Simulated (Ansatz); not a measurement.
`C[S][Mg][O][SiH3]` + `NC[SiH2]S` → `NC[SiH2]S[SiH3]` + `C[S][Mg][OH]`  (ligand exchange at the Si–O bond)

Isolated molecules relaxed with PBE0-D4/def2-TZVP in Ansatz; ΔE leaves out vibrations. CCSD(T)/CBS adds triple-zeta CCSD(T) − MP2 to the extrapolated MP2 energy (def2 sets, frozen cores). DFT in def2-TZVPP. B3LYP here is the variant with VWN-RPA as its local correlation; programs differ in this. For Mg outer-core shells are correlated without core-valence functions, which leaves a few kJ/mol of doubt a bond. Each species was taken in one conformer, which may not be the lowest.

| level | ΔE (kcal/mol) |
| --- | --- |
| PBE-D4 | 9.6 |
| B3LYP-D4 | 13.7 |
| ωB97X-V | 13.9 |
| B3LYP | 16.3 |
| SCS-MP2/def2-TZVPP | 15.9 |
| CCSD/def2-TZVPP | 16.2 |
| MP2/CBS(def2) | 13.2 |
| CCSD/CBS(def2) | 15.6 |

**Question.** What does CCSD(T)/CBS give? (Estimate.)

**Answer.** Computed: +14.4 kcal/mol. The listed levels differ from it by -4.8, -0.7, -0.5, 1.9, 1.5, 1.8, -1.2, 1.2 kcal/mol.

Largest T1 diagnostic among the species: 0.011.

The D4 term adds −2.6 kcal/mol with B3LYP and −1.4 kcal/mol with PBE0; it sums over pairs of atoms, weighted by their polarisabilities, and B3LYP, whose exchange is more repulsive, gets the larger term. From PBE to PBE0 (25 % exact exchange), in def2-TZVPP and without D4, ΔE moves by +1.3 kcal/mol.
